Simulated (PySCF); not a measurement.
**N²⁺: ionisation energy**

N²⁺ [He] 2s2 2p1 (2P) → N³⁺ [He] 2s2 (1S), as a difference of total energies. All numbers are calculated (PySCF 2.14, scalar relativity by spin-free X2C-1e, in ANO-RCC-VTZP). Correlated levels: valence: 1s2 frozen; valence and next inner shell: nothing frozen. The calculations carry no spin-orbit coupling.

| method | ionisation energy (eV) |
| --- | --- |
| UHF | 47.310 |
| LDA | 47.871 |
| PBE | 48.037 |
| PBE0 | 48.021 |
| r2SCAN | 48.240 |
| TPSSh | 48.220 |
| PW91 | 48.170 |
| HSE06 | 48.052 |
| PBEsol | 47.772 |
| MP2 (valence) | 47.495 |
| SCS-MP2 (valence) | 47.445 |
| MP2 (valence and next inner shell) | 47.514 |
| SCS-MP2 (valence and next inner shell) | 47.457 |

How much does correlation contribute at MP2 (valence and next inner shell)?

47.514 − (47.310) = 0.204 eV, measured against UHF.

A first-order spin-orbit estimate (lowest level to lowest level, LS coupling) adds 0.014 eV.

Errors of the correlated levels include the incompleteness of this basis and the frozen core.

For comparison: 47.445 eV (semi-empirical (NIST evaluation); NIST Atomic Spectra Database, ionization energies).
